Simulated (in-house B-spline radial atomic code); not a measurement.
Whole-atom quantities along the 9-electron series, configuration [He] 2s2 2p5. Breit and QED terms are first order and not part of the total energy; the density at the nucleus is averaged over the nuclear charge. Computed with a B-spline radial code for spherical atoms: Dirac-Hartree-Fock, average of the configuration, finite nuclei.

| ion | Z | E/Z² (Eh) | Σ<r²> (bohr²) | n(0)/Z³ (bohr⁻³) | Lamb diamagnetic shielding (ppm) | repulsion over attraction | Breit energy (eV) | self-energy (eV) | vacuum polarisation (eV) | Dirac less non-relativistic energy (Eh) |
| --- | --- | --- | --- | --- | --- | --- | --- | --- | --- | --- |
| Cu20+ | 29 | -1.6586 | 0.36814 | 0.89043 | 1838.7 | 0.062028 | 15.777 | 13.428 | -1.2041 | -13.624 |
| Zn21+ | 30 | -1.6672 | 0.34009 | 0.90751 | 1909.28 | 0.06004 | 17.594 | 15.1 | -1.3812 | -15.711 |
| Ga22+ | 31 | -1.6754 | 0.31508 | 0.92492 | 1980.16 | 0.058172 | 19.547 | 16.912 | -1.5775 | -18.032 |
| Ge23+ | 32 | -1.6832 | 0.29269 | 0.94285 | 2051.36 | 0.056413 | 21.642 | 18.873 | -1.7945 | -20.605 |
| As24+ | 33 | -1.6907 | 0.27256 | 0.96228 | 2122.9 | 0.054754 | 23.883 | 20.989 | -2.0336 | -23.448 |
| Se25+ | 34 | -1.6979 | 0.2544 | 0.98215 | 2194.78 | 0.053185 | 26.277 | 23.267 | -2.2964 | -26.581 |
| Br26+ | 35 | -1.7049 | 0.23797 | 1.0032 | 2267.02 | 0.051701 | 28.827 | 25.715 | -2.5847 | -30.023 |
| Kr27+ | 36 | -1.7116 | 0.22304 | 1.025 | 2339.64 | 0.050294 | 31.541 | 28.341 | -2.9001 | -33.795 |
| Rb28+ | 37 | -1.7181 | 0.20944 | 1.048 | 2412.65 | 0.048959 | 34.423 | 31.151 | -3.2445 | -37.919 |
| Sr29+ | 38 | -1.7244 | 0.19701 | 1.0718 | 2486.06 | 0.04769 | 37.478 | 34.154 | -3.6199 | -42.416 |
| Zr31+ | 40 | -1.7366 | 0.17518 | 1.1223 | 2634.16 | 0.04533 | 44.132 | 40.772 | -4.4715 | -52.627 |
| Nb32+ | 41 | -1.7424 | 0.16556 | 1.1483 | 2708.87 | 0.044232 | 47.742 | 44.403 | -4.9521 | -58.389 |
| Mo33+ | 42 | -1.7481 | 0.15669 | 1.1744 | 2784.06 | 0.043183 | 51.548 | 48.261 | -5.4722 | -64.622 |
| Tc34+ | 43 | -1.7538 | 0.14848 | 1.204 | 2859.74 | 0.04218 | 55.556 | 52.354 | -6.0347 | -71.356 |
| Ru35+ | 44 | -1.7593 | 0.14088 | 1.2327 | 2935.92 | 0.041219 | 59.772 | 56.693 | -6.6416 | -78.616 |
| Rh36+ | 45 | -1.7647 | 0.13383 | 1.2645 | 3012.62 | 0.040299 | 64.202 | 61.286 | -7.2961 | -86.433 |
| Pd37+ | 46 | -1.77 | 0.12727 | 1.2968 | 3089.87 | 0.039417 | 68.852 | 66.144 | -8.0008 | -94.835 |
| Ag38+ | 47 | -1.7753 | 0.12116 | 1.3314 | 3167.68 | 0.03857 | 73.729 | 71.276 | -8.759 | -103.86 |
| Cd39+ | 48 | -1.7805 | 0.11547 | 1.3654 | 3246.07 | 0.037756 | 78.837 | 76.694 | -9.5732 | -113.52 |
| In40+ | 49 | -1.7857 | 0.11014 | 1.4033 | 3325.06 | 0.036973 | 84.184 | 82.408 | -10.448 | -123.88 |
| Sn41+ | 50 | -1.7908 | 0.10516 | 1.4415 | 3404.68 | 0.036219 | 89.776 | 88.429 | -11.385 | -134.94 |
| Sb42+ | 51 | -1.7959 | 0.10049 | 1.4817 | 3484.95 | 0.035494 | 95.62 | 94.769 | -12.39 | -146.77 |
| Te43+ | 52 | -1.8009 | 0.096105 | 1.5218 | 3565.88 | 0.034794 | 101.72 | 101.44 | -13.465 | -159.38 |

**Question.** With what power of Z does the column «self-energy (eV)» change over this range?

**Answer.** A fit of the logarithm of its size against log Z from Z = 29 to 52 has slope 3.46. One-loop self-energy scales as Z⁴F(Zα), with F falling from low Z to about Z = 90.
